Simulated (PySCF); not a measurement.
PySCF 2.14 output of an unrestricted PBE0 calculation on a single atom or ion in aug-cc-pV(T+d)Z (6s5p4d2f, 55 functions), with no relativity, point nucleus:

```
SCF conv_tol = 1e-09
number electrons alpha = 10  beta = 6
    C. Adamo and V. Barone.,  J. Chem. Phys. 110, 6158 (1999)
    M. Ernzerhof and G. E. Scuseria.,  J. Chem. Phys. 110, 5029 (1999)
cycle= 1 E= -397.727864002057  delta_E= -0.00253  |g|= 0.0129  |ddm|= 0.293
cycle= 2 E= -397.727896117855  delta_E= -3.21e-05  |g|= 0.00183  |ddm|= 0.0341
cycle= 3 E= -397.727896802392  delta_E= -6.85e-07  |g|= 9.86e-05  |ddm|= 0.011
cycle= 4 E= -397.727896818342  delta_E= -1.6e-08  |g|= 1.69e-05  |ddm|= 0.0025
cycle= 5 E= -397.727896818487  delta_E= -1.45e-10  |g|= 3.33e-06  |ddm|= 0.000226
converged SCF energy = -397.727896818487  <S^2> = 6.0001357  2S+1 = 5.0000543
```

The run itself started from symmetry-adapted Hartree-Fock orbitals and held the occupation by maximum overlap, on a logarithmic radial grid, so the iterations belong to that start.

Problem. Which element, charge and spin multiplicity is this?

Solution. S (sulfur, neutral), multiplicity 5; the state was [Ne] 3s2 3p3 4s1, high-spin 5S determinant (an excited configuration).

The outer electron is Rydberg-like, and this basis confines it to a smaller radius and binds it less than a complete one would.
